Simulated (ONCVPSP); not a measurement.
**u(r) = r·R(r): atom against pseudo-atom (Co (Z = 27))**

Columns: radius, all-electron u(r) and pseudo u(r) of the 3p shell (level -65.64 eV) of cobalt in the configuration [Ne] 3s2 3p6 3d7 4s2; PBE, scalar-relativistic, ONCV scheme, ONCVPSP 4.0.1.

```json
{"r (bohr)": "0.075", "all-electron": "-0.4524", "pseudo": "0.0418"}
{"r (bohr)": "0.150", "all-electron": "-0.6140", "pseudo": "0.1598"}
{"r (bohr)": "0.225", "all-electron": "-0.3406", "pseudo": "0.3346"}
{"r (bohr)": "0.300", "all-electron": "0.0966", "pseudo": "0.5391"}
{"r (bohr)": "0.375", "all-electron": "0.5148", "pseudo": "0.7436"}
{"r (bohr)": "0.450", "all-electron": "0.8377", "pseudo": "0.9226"}
{"r (bohr)": "0.525", "all-electron": "1.0486", "pseudo": "1.0574"}
{"r (bohr)": "0.600", "all-electron": "1.1604", "pseudo": "1.1400"}
{"r (bohr)": "0.675", "all-electron": "1.1939", "pseudo": "1.1699"}
{"r (bohr)": "0.750", "all-electron": "1.1722", "pseudo": "1.1546"}
{"r (bohr)": "0.825", "all-electron": "1.1145", "pseudo": "1.1044"}
{"r (bohr)": "0.900", "all-electron": "1.0355", "pseudo": "1.0309"}
{"r (bohr)": "0.975", "all-electron": "0.9460", "pseudo": "0.9442"}
{"r (bohr)": "1.050", "all-electron": "0.8531", "pseudo": "0.8526"}
{"r (bohr)": "1.125", "all-electron": "0.7617", "pseudo": "0.7616"}
{"r (bohr)": "1.200", "all-electron": "0.6749", "pseudo": "0.6748"}
{"r (bohr)": "1.275", "all-electron": "0.5943", "pseudo": "0.5942"}
{"r (bohr)": "1.350", "all-electron": "0.5207", "pseudo": "0.5206"}
{"r (bohr)": "1.425", "all-electron": "0.4543", "pseudo": "0.4542"}
{"r (bohr)": "1.500", "all-electron": "0.3951", "pseudo": "0.3950"}
{"r (bohr)": "1.575", "all-electron": "0.3426", "pseudo": "0.3426"}
{"r (bohr)": "1.650", "all-electron": "0.2964", "pseudo": "0.2964"}
{"r (bohr)": "1.725", "all-electron": "0.2560", "pseudo": "0.2559"}
{"r (bohr)": "1.800", "all-electron": "0.2206", "pseudo": "0.2206"}
{"r (bohr)": "1.875", "all-electron": "0.1899", "pseudo": "0.1899"}
{"r (bohr)": "1.950", "all-electron": "0.1633", "pseudo": "0.1633"}
```

Task: How many radial nodes do the two functions have?

Result: The all-electron 3p function has n − l − 1 = 1; the pseudo-wave has 0, since the states of the same l below it are removed with the core.

Task: At about which radius was the pseudo-wave matched?

Result: 1.20 bohr. The columns agree to 0.0005 from 1.05 bohr on; several derivatives are matched, so the curves merge somewhat inside the radius.

Task: Where does each function peak?

Result: Outermost all-electron maximum near 0.68 bohr, pseudo maximum near 0.68 bohr (to the table’s step).

Task: Is the pseudo-wave norm-conserving?

Result: Yes: the ONCV scheme keeps the norm inside the radius equal to the all-electron one, which fixes the energy derivative of the logarithmic derivative at the level.
